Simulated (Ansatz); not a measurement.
**What each rung costs, and what it gives**

Saddle point of SiH2BrClF2, closed shell (SiHBrF₂ ([F][SiH]([F])[Br]) + HCl → SiHClF₂ ([F][SiH]([F])[Cl]) + HBr; bonds formed: Si1–Cl7, Br2–H6; bonds broken: Si1–Br2, H6–Cl7), PBE0-D4/def2-TZVP structure:

Si1  (-0.524, -0.048, -0.381)
Br2  (0.604, -1.463, 1.343)
F3  (-0.661, 0.995, -1.587)
F4  (-1.615, 0.463, 0.638)
H5  (-0.779, -1.283, -1.130)
H6  (1.546, 0.124, 1.003)
Cl7  (1.428, 1.211, 0.115)
(Å)

Barriers are electronic and count from the start structure reached by relaxing down the imaginary mode.

Computed with Ansatz 0.2.0 (basis: as named in each row); correlated methods freeze the cores. Filled d shells of the heavier atoms are correlated. The def2 sets are not built for correlating such inner shells, so the correlated values are less sure here. B3LYP uses VWN-RPA correlation. Extrapolation: Hartree–Fock as exp(−7.88 √X), correlation as X^−2.97.

Times are rough, for one single point on 8 threads of a shared host (Arm Neoverse V2).

The estimate by CCSD(T) at an estimated basis limit (MP2 extrapolated from triple and quadruple zeta, plus CCSD(T) − MP2 in triple zeta) is 35.94 kcal/mol.

```tsv
method	basis	time (s)	barrier (kcal/mol)	method less estimate
HF	STO-3G	under 1	52.71	16.77
PBE-D4	STO-3G	under 1	16.54	-19.39
SPW92	def2-SVP	under 1	16.25	-19.69
PBE-D4	def2-SVP	under 1	24.55	-11.39
B3LYP-D4	6-31G	under 1	34.33	-1.61
SPW92	def2-TZVPP	under 1	18.59	-17.35
PBE0-D4	def2-SVP	under 1	29.28	-6.66
PBE-D4	def2-TZVPP	1	26.38	-9.56
BLYP-D4	def2-TZVPP	1	30.77	-5.17
B3LYP-D4	def2-TZVPP	2	33.97	-1.97
BHLYP-D4	def2-TZVPP	2	38.86	2.92
CAM-B3LYP-D4	def2-TZVPP	2	35.84	-0.10
PBE0-D4	def2-TZVPP	2	30.80	-5.13
r2SCAN-D4	def2-TZVPP	2	29.47	-6.47
RPA on PBE	def2-TZVPP	2	37.16	1.23
wB97M-V	def2-SVP	3	31.32	-4.62
r2SCAN0-D4	def2-TZVPP	3	32.45	-3.49
B2PLYP	def2-TZVPP	3	36.02	0.08
PBE-QIDH	def2-TZVPP	3	34.46	-1.48
CCSD(T)	def2-SVP	3	39.54	3.60
wB97X-V	def2-TZVPP	4	35.56	-0.38
B97M-V	def2-TZVPP	4	34.46	-1.48
wB97M-V	def2-TZVPP	4	33.83	-2.11
MP2	def2-QZVPP	10	34.88	-1.05
CCSD(T)	def2-TZVPP	86	37.41	1.47
```

All methods are single points on the PBE0-D4 structures.

No T1 diagnostic of these runs exceeds 0.011.

Labels in which every atom is bracketed show which atoms are joined, not bond orders.
